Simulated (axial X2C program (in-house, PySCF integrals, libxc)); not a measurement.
# What spin–orbit coupling does to RuB

Calculated with an axial X2C code built on PySCF integrals. Spin-free means the one-electron spin-free X2C Hamiltonian; two-component (2c) means X2C with spin–orbit coupling and atomic mean-field two-electron Coulomb and Gaunt terms, so the difference of the two also holds small scalar two-electron terms. Basis: Ru dyall-cv3z [12s12p8d5f3g], B dyall-v3z [7s6p2d1f] (cores contracted in-house); Gaussian nuclei, density fitting, unrestricted open shells. Masses: Ru 101.904 u, B 11.009 u.

Spin-free state: M_S = 1/2, Λ = 2 (beyond evenly filled blocks: δ+α, δ+β, δ-α); fragments Ru + B.

```csv
level,Re (Å),ωe (cm⁻¹),De (eV),μ (D)
PBE0,1.692,952.3,4.574,-3.60
PBEsol,1.704,947.2,5.775,-3.37
B97-3,1.688,966.5,4.684,-3.69
PBE,1.714,927.1,5.338,-3.42
```

Dipoles are positive if B is the positive end.

(1) Within this multiplet, which Ω should lie lowest by the rule for regular and inverted multiplets?

Two-component determinant lowest at the distance of the search:

Ω = 5/2 (⟨Sz⟩ = 0.50, ⟨Lz⟩ = 2.00 at PBE0); fragments Ru + B.

```json
{"level": "PBE0", "Re (Å)": "1.692", "ωe (cm⁻¹)": "951.8", "μ (D)": "-3.61"}
{"level": "PBEsol", "Re (Å)": "1.704", "ωe (cm⁻¹)": "946.8", "μ (D)": "-3.38"}
{"level": "B97-3", "Re (Å)": "1.687", "ωe (cm⁻¹)": "966.3", "μ (D)": "-3.69"}
{"level": "PBE", "Re (Å)": "1.713", "ωe (cm⁻¹)": "926.7", "μ (D)": "-3.43"}
```

(2) From the two tables, how do the constants change at the PBE0 level (2c against spin-free)?

One determinant describes the state; a PBE0 search over occupations chose it and may have missed a lower one. De is counted from the lowest determinant-based energies of the atoms at the same level, without counterpoise correction. De is not given where an atomic determinant may have missed its ground term or J level, or where the truncated virtual space spoils (T). Density functionals use the spin component along the axis (collinear). PBE0 can misorder states that lie within some tenths of an eV, so this need not be the ground state of the molecule. The nearest other spin-free determinant of the search, M_S = 3/2, Λ = 0, lies 0.39 eV up at the distance of the search. Without a current term, density functionals place determinants with orbital angular momentum somewhat too high. At some level and bond length an empty orbital lies below a filled one. The determinant is spin-polarised beyond a pure state at some levels (its spin-free form has ⟨S²⟩ too high), which makes Re and μ there less reliable.

Results:

(1) The open δ shell holds three electrons, one hole, so the multiplet is inverted: Ω = Λ + 1/2 = 5/2. The PBE0 2c search agrees.

(2) At the PBE0 level Re is unchanged within 0.001 Å and ωe goes down by 0.5 cm⁻¹.
